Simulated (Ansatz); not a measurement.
`F[SiH]([AlH2])[GeH3]` + H₂S → `F[SiH](S)[GeH3]` + `[AlH3]`  (cleavage of the Si–Al bond)

Computed with Ansatz on PBE0-D4/def2-TZVP structures; ΔE is electronic, products minus reactants. CCSD(T)/CBS adds triple-zeta CCSD(T) − MP2 to the extrapolated MP2 energy (def2 sets, frozen cores). This one scheme is used for every species. Functionals use def2-TZVPP. B3LYP here is the variant with VWN-RPA as its local correlation; programs differ in this. For Ge outer-core shells are correlated without core-valence functions, which leaves a few kJ/mol of doubt a bond. Scalar relativity is left out up to krypton. One conformer a species, not always the lowest.

```csv
level,ΔE (kcal/mol),difference from CCSD(T)/CBS
PBE-D4,-13.9,2.4
PBE0-D4,-14.7,1.6
B3LYP-D4,-16.0,0.3
ωB97M-V,-17.8,-1.5
PBE,-13.4,2.9
B3LYP,-15.2,1.1
HF/def2-QZVPP,-17.2,-0.9
SCS-MP2/def2-QZVPP,-18.2,-1.9
HF/CBS(def2),-17.2,-0.9
CCSD/CBS(def2),-16.1,0.2
CCSD(T)/CBS,-16.3,0
```

Largest T1 diagnostic among the species: 0.012.

From PBE to PBE0 (25 % exact exchange), in def2-TZVPP and without D4, ΔE moves by −0.9 kcal/mol. The D4 term adds −0.8 kcal/mol with B3LYP and −0.4 kcal/mol with PBE0; it sums over pairs of atoms, weighted by their polarisabilities, and B3LYP, whose exchange is more repulsive, gets the larger term.
